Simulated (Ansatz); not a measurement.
Al₂H₄, SMILES [AlH2][AlH2].

Geometry: TPSSh-D3(BJ)/def2-TZVP.

Two levels are set side by side: PBE/def2-TZVPD (Ansatz, a program for electronic structure) and PBE0/def2-TZVPD (Ansatz). Energy differences of separate SCF runs at the same geometry; the states with an electron removed or added have multiplicity 2 and 2. Differences are taken from unrounded values.

```
quantity                           PBE0
---------------------------------  ----
vertical ionisation energy (eV)    8.94
vertical electron affinity (eV)    0.61
vertical singlet–triplet gap (eV)  2.76
```

What does PBE give, and how far is it from PBE0? (The exact figures need the calculation; the answer reports its results.)


```csv
quantity,PBE,PBE minus PBE0
vertical ionisation energy (eV),8.79,-0.15
vertical electron affinity (eV),0.71,0.09
vertical singlet–triplet gap (eV),2.59,-0.17
```
